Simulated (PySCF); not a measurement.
# Four-centre ligand exchange

Start structure (MgH₂BrCl, closed shell), relaxed at PBE0-D4/def2-TZVP:

Mg1  (-0.378, 0.704, -0.325)
Br2  (0.975, 2.290, 0.715)
Cl3  (-1.827, -0.432, -1.490)
H4  (0.767, -0.881, 0.851)
H5  (0.286, -1.323, 0.471)
(Å)

The step: MgBrCl + H₂ → MgHCl ([MgH][Cl]) + HBr (still joined by a long Mg–Br bond); bonds formed: Mg1–H5, Br2–H4; bonds broken: H4–H5; bonds weakened to dative contacts: Mg1–Br2. Computed with PySCF 2.14 with density fitting (its default auxiliary sets; JK sets also for MP2 and CCSD(T)) (basis: def2-TZVPP and def2-QZVPP); correlated methods freeze the cores. Filled d shells of the heavier atoms are correlated. The outer core shell of Li, Na, Mg and K is correlated. The def2 sets are not built for correlating such inner shells, so the correlated values are less sure here. Extrapolation: Hartree–Fock as exp(−7.88 √X), correlation as X^−2.97. Energies below are by CCSD(T) at an estimated basis limit (MP2 extrapolated from triple and quadruple zeta, plus CCSD(T) − MP2 in triple zeta).

Q: What are the electronic barrier and the energy of the step, from the start structure to the end structure? (Judge from chemistry; the value comes from the calculation.)

A: The calculation gives: Barrier 42.09 kcal/mol; step energy 40.95 kcal/mol (uphill); reverse barrier, their difference, 1.14 kcal/mol. Barrier and step energy count from the start structure, the reverse barrier from the end structure.

The saddle point: One imaginary mode of 272i cm⁻¹.
```tsv
pair	start (Å)	saddle (Å)	end (Å)
Mg1–H5	2.28	1.72	1.70
Br2–H4	3.18	1.45	1.43
Mg1–Br2	2.33	2.85	2.83
H4–H5	0.76	2.00	3.32
```

Zero-point energy (harmonic, PBE0-D4): ZPE is 9.98 kcal/mol at the start and 8.48 kcal/mol at the saddle, so the barrier goes from 42.09 to 40.59 kcal/mol.

T1 diagnostic: at most 0.007.

Labels in which every atom is bracketed show which atoms are joined, not bond orders.

For scale, one of the runs: CCSD(T)/def2-TZVPP, 150 basis functions, launched by `OMP_NUM_THREADS=4 python run.py`. Hardware: 4 CPU threads of a Oxide Virtual Turin-like, shared host. Wall time 2.2 min; peak host memory 1.4 GiB.
